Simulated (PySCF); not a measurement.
Compound: C5H3ClOS.
Numbering: `[O:1]=[C:2]([Cl:3])[c:4]1[cH:5][cH:6][cH:7][s:8]1` (hydrogens: H9 on C5; H10 on C6; H11 on C7)

The calculation used PBE0-D3(BJ)/def2-SVP geometry optimisation, gas phase (PySCF).

Q: What internal coordinates does the optimisation give?

A: 
```json
{"bond": "O1=C2", "length (Å)": "1.189"}
{"bond": "C2–Cl3", "length (Å)": "1.788"}
{"bond": "C2–C4", "length (Å)": "1.457"}
{"bond": "C4–C5", "length (Å)": "1.381"}
{"bond": "C5–C6", "length (Å)": "1.413"}
{"bond": "C6–C7", "length (Å)": "1.377"}
{"bond": "C7–S8", "length (Å)": "1.706"}
{"bond": "C4–S8", "length (Å)": "1.731"}
{"bond": "C5–H9", "length (Å)": "1.090"}
{"bond": "C6–H10", "length (Å)": "1.090"}
{"bond": "C7–H11", "length (Å)": "1.090"}
```

A selection of angles:
```json
{"angle": "O1–C2–Cl3", "degrees": "120.7"}
{"angle": "O1–C2–C4", "degrees": "126.3"}
{"angle": "Cl3–C2–C4", "degrees": "113.0"}
{"angle": "C2–C4–C5", "degrees": "130.5"}
{"angle": "C2–C4–S8", "degrees": "118.0"}
{"angle": "C5–C4–S8", "degrees": "111.6"}
{"angle": "C4–C5–C6", "degrees": "112.4"}
{"angle": "C4–C5–H9", "degrees": "122.3"}
{"angle": "C6–C5–H9", "degrees": "125.3"}
{"angle": "C5–C6–C7", "degrees": "112.1"}
{"angle": "C5–C6–H10", "degrees": "124.3"}
{"angle": "C7–C6–H10", "degrees": "123.5"}
{"angle": "C6–C7–S8", "degrees": "112.7"}
{"angle": "C6–C7–H11", "degrees": "127.5"}
{"angle": "S8–C7–H11", "degrees": "119.8"}
{"angle": "C4–S8–C7", "degrees": "91.2"}
```

Torsions: O1–C2–C4–C5 179° (antiperiplanar).

The C–S distances run from 1.706 Å (C7–S8, aromatic) to 1.731 Å (C4–S8, aromatic), a spread of 0.025 Å. S8 (thiophene-type sulfur) is bent (angle 91.2°). Of the pairs four or more bonds apart, Cl3···H9 is among the closest relative to their van der Waals radii: 2.77 Å, 94 % of the sum of Bondi's values. The 8 heavy atoms lie in one plane (0.004 Å rms). The C–C distances run from 1.377 Å (C6–C7, aromatic) to 1.457 Å (C2–C4, drawn single), a spread of 0.080 Å. The 5-membered ring C4–C5–C6–C7–S8 has internal angles of 91.2° to 112.7° (sum 540°, against 540° for a flat polygon); it is planar, 0.00 Å rms from its mean plane, widest ring torsion 0°.

Point group: Cs (every atom within 0.08 Å of its image). No PBE0-D3(BJ)/def2-SVP frequencies stand behind this structure, so it isn't proved a minimum. The numbers are those of one conformer.

The run took 57 s of wall time on one thread of an AMD EPYC 7R13, no GPU (shared host), and the process peaked at 0.53 GiB of memory. These figures are those of the optimisation.
